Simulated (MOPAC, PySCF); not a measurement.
CH6GeOS3, SMILES `C[O][Ge]([SH])([SH])[SH]`, neutral singlet in the gas phase. 

Z-matrix (Å, degrees):
```
Ge
O 1 1.7715
C 2 1.4068 1 120.60
H 3 1.1004 2 107.94 1 -179.74
H 3 1.1049 4 108.31 2 -121.58
H 3 1.1050 4 108.32 5 -117.11
S 1 2.2095 2 101.34 3 -174.45
H 7 1.3529 1 89.94 2 -4.39
S 1 2.2196 2 107.60 3 61.81
H 9 1.3510 1 92.81 2 -149.56
S 1 2.2200 2 113.61 3 -55.15
H 11 1.3515 1 92.74 2 -85.59
```
Charge 0, multiplicity 1.

All levels are single points at this geometry (PBE0-D4/def2-SVP); Pople sets use spherical d functions. Orbital energies aren't observables, and empty levels follow the basis.

```json
[
 {"level": "PBE-D3(BJ)/def2-TZVP in PySCF", "HOMO (eV)": "-6.30", "LUMO (eV)": "-2.00", "gap (eV)": "4.31", "dipole (D)": "0.99", "vertical IE, Delta-SCF (eV)": "8.80"},
 {"level": "PBE0-D4/def2-TZVP in PySCF", "HOMO (eV)": "-7.55", "LUMO (eV)": "-1.06", "gap (eV)": "6.49", "dipole (D)": "1.02", "vertical IE, Delta-SCF (eV)": "9.37"},
 {"level": "B3LYP/LANL2DZ in PySCF", "HOMO (eV)": "-7.52", "LUMO (eV)": "-1.52", "gap (eV)": "6.00", "dipole (D)": "1.69", "vertical IE, Delta-SCF (eV)": "–"},
 {"level": "BP86/6-31G* in PySCF", "HOMO (eV)": "-6.31", "LUMO (eV)": "-2.07", "gap (eV)": "4.25", "dipole (D)": "1.31", "vertical IE, Delta-SCF (eV)": "–"},
 {"level": "PM3 in MOPAC", "HOMO (eV)": "-9.83", "LUMO (eV)": "-2.94", "gap (eV)": "6.90", "dipole (D)": "1.43", "vertical IE, Delta-SCF (eV)": "–"},
 {"level": "PM7 in MOPAC", "HOMO (eV)": "-9.28", "LUMO (eV)": "-2.06", "gap (eV)": "7.22", "dipole (D)": "1.15", "vertical IE, Delta-SCF (eV)": "–"}
]
```
